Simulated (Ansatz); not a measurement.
`O[Si](O)([SiH3])Cl` → `[OH]`• + `O[Si]([SiH3])Cl`• at 600 K and 1 bar (homolysis of the O–Si bond).

Computed with Ansatz on PBE0-D4/def2-TZVP structures; ΔE is electronic, products minus reactants. CCSD(T)/CBS is the MP2 limit (def2-TZVPP, def2-QZVPP) plus CCSD(T) − MP2 in def2-TZVPP, frozen cores. This one scheme is used for every species. No spin–orbit coupling; open shells (•) take unrestricted orbitals. One conformer a species, not always the lowest.

| species | CCSD(T)/CBS energy (Eh) | H − E (kJ/mol) | S (J/(mol·K)) |
| --- | --- | --- | --- |
| `O[Si](O)([SiH3])Cl` | -1191.44915 | 217.6 | 486.3 |
| `[OH]`• | -75.67771 | 39.9 | 204.4 |
| `O[Si]([SiH3])Cl`• | -1115.55818 | 164.8 | 443.9 |

H − E and S are ideal-gas, rigid-rotor, harmonic terms from PBE0-D4/def2-TZVP, for one conformer and one mirror image of each species, with the whole ground term of open shells counted as degenerate. 1 Eh = 2625.50 kJ/mol, R = 8.31446 J/(mol·K).

**Question.** By hand: ΔE, ΔH, ΔS and ΔG.

**Answer.** ΔE = (-75.67771) + (-1115.55818) − (-1191.44915) = 0.21326 Eh = 559.9 kJ/mol. Δ(H − E) = 39.9 + 164.8 − 217.6 = -12.9, so ΔH = 547.0 kJ/mol. ΔS = 204.4 + 443.9 − 486.3 = 162.0 J/(mol·K). ΔG = 547.0 − 600 × (162.0)/1000 = 449.8 kJ/mol.

**Question.** By hand: the equilibrium constant, and the temperature at which ΔG would vanish if ΔH and ΔS stayed fixed.

**Answer.** log₁₀ K = −ΔG/(RT ln 10) = -39.2. ΔG = 0 at ΔH/ΔS = 3377 K, far beyond where these terms or the molecules hold.

The number of gas molecules changes by +1, which sets the sign of ΔS. A doubt of 5 kJ/mol in ΔE shifts log₁₀ K by 0.4 here. Other conformers and mirror images would add mixing entropy, several J/(mol·K) or more a flexible species. These are equilibria of isolated gas molecules and say nothing of rates. Largest T1 diagnostic: 0.015 (customary marks: 0.02 for closed shells, 0.045 for open ones).
